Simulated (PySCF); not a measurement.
2-bromobuta-1,3-diene (C₄H₅Br), SMILES C(=C)C(Br)=C.

The structure is a stationary point at PBE0-D3(BJ)/def2-SVP. The values are those of a single conformer.

Calculation: PySCF with TDA-PBE/def2-SVPD.

Vertical excitations. Isolated molecule, no solvent. State labels are in the subgroup Cs.

Computed excitation energies, oscillator strengths and character:
```csv
state,symmetry,energy (eV),λ (nm),f,main pairs
S1,A",4.75,261,0.000,HOMO−2→LUMO 100 %
S2,A',4.77,260,0.053,"HOMO−1→LUMO 58 %, HOMO→LUMO 35 %"
S3,A",5.14,241,0.000,HOMO→LUMO+1 98 %
S4,A',5.96,208,0.513,"HOMO→LUMO 47 %, HOMO−1→LUMO 30 %, HOMO−1→LUMO+2 7 %"
S5,A",6.17,201,0.001,HOMO−1→LUMO+1 96 %
S6,A',6.33,196,0.013,HOMO−2→LUMO+1 97 %
S7,A",6.34,196,0.001,HOMO→LUMO+3 98 %
S8,A",6.59,188,0.000,HOMO−3→LUMO 99 %
S9,A',6.60,188,0.073,"HOMO→LUMO+2 67 %, HOMO−4→LUMO 22 %"
S10,A",6.80,182,0.023,HOMO→LUMO+4 99 %
T1,A',3.08,403,0,HOMO→LUMO 96 %
T2,A',4.36,285,0,HOMO−1→LUMO 91 %
T3,A",4.69,264,0,HOMO−2→LUMO 100 %
T4,A",4.87,255,0,HOMO→LUMO+1 99 %
```
Triplets are in the Tamm–Dancoff approximation.
